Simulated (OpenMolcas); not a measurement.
**Tc5+ in a point-charge field**

Tc5+ among 5 point charges of -1 e arranged as a square pyramid (C4v), 1.93 Å from the ion, with the axial distance 2.162 Å.

```
Program             : OpenMolcas
Method              : CASSCF
Basis               : ANO-RCC-VDZP [6s5p3d1f]
Scalar Hamiltonian  : DKH2, point nucleus
Active space        : 2 electrons in 5 orbitals (4d)
State averaging     : 2S+1 = 3 even, 10 roots; 2S+1 = 1 even, 15 roots
Spin-orbit coupling : RASSI with atomic mean-field integrals over the reference wave functions
```

The lowest spin-free states, above the lowest:

| State | Degeneracy | E (cm-1) | Free-ion L (%) |
| --- | --- | --- | --- |
| 2S+1 = 3 | 1 | 0.0 | F (95) |
| 2S+1 = 3 | 2 | 1592 | F (98) |
| 2S+1 = 3 | 1 | 3609 | F (100) |
| 2S+1 = 3 | 2 | 5560 | F (94) |
| 2S+1 = 3 | 1 | 8276 | F (100) |
| 2S+1 = 1 | 1 | 12731 | D (88) |
| 2S+1 = 1 | 1 | 13471 | D (74) |
| 2S+1 = 1 | 2 | 15299 | D (77) |
| 2S+1 = 3 | 2 | 16635 | P (92) |
| 2S+1 = 1 | 1 | 17002 | D (78) |
| 2S+1 = 1 | 1 | 18564 | G (84) |
| 2S+1 = 1 | 2 | 19456 | G (86) |
| 2S+1 = 1 | 1 | 20428 | G (88) |
| 2S+1 = 1 | 1 | 24467 | G (74) |
| 2S+1 = 3 | 1 | 24627 | P (95) |
| 2S+1 = 1 | 2 | 25098 | G (91) |
| 2S+1 = 1 | 1 | 30946 | G (100) |
| 2S+1 = 1 | 1 | 31030 | G (92) |
| 2S+1 = 1 | 1 | 53354 | S (93) |

The lowest levels with spin-orbit coupling:

```tsv
E (cm-1)	Degeneracy	2S+1	g
0.0	1	3	
577.2	2	3	0.00 0.00 3.15
1989	1	3	
2759	1	3	
3044	1	3	
3125	2	3	0.00 0.00 0.71
3990	1	3	
5020	1	3	
5448	2	3	0.00 0.00 1.44
5949	1	3	
5978	1	3	
6806	2	3	0.00 0.00 4.61
8463	1	3	
8464	1	3	
10252	1	3	
10269	2	3	0.00 0.00 5.56
14384	1	1 (89 %)	
14717	1	1 (87 %)	
16345	2	1 (71 %)	0.00 0.00 1.70
17034	1	3 (82 %)
```

Powder χT (cm3 K/mol): 0 at 2 K, 0.00289 at 10 K, 0.0145 at 50 K, 0.0291 at 100 K, 0.0684 at 200 K, 0.128 at 300 K. The effective moment at 300 K is 2.828 √(χT) = 1.01 μB.

The lowest level has 2S+1 = 3, for which the spin-only value is χT = S(S+1) / 2 = 1.000 cm3 K/mol (g = 2). The computed 0.128 at 300 K differs by -0.872, through orbital momentum, spin-orbit coupling and any other state in reach.

Spin-orbit coupling mixes the spin-free states strongly: the lowest level takes only 64 % from its leading state, an unlabelled state of the same spin as most of the rest. Without dynamic correlation the repulsion within the d shell is too large (B by tens of per cent), so at a given field states of lower spin stand too high. This is an electrostatic model: the charges have no orbitals. An unlabelled pair can be two single states that coincide in this model. No measured value stands beside these numbers.

A state without a sure symmetry label is named by its multiplicity alone. With an even number of electrons the g values are those of a degenerate or nearly degenerate non-Kramers pair.
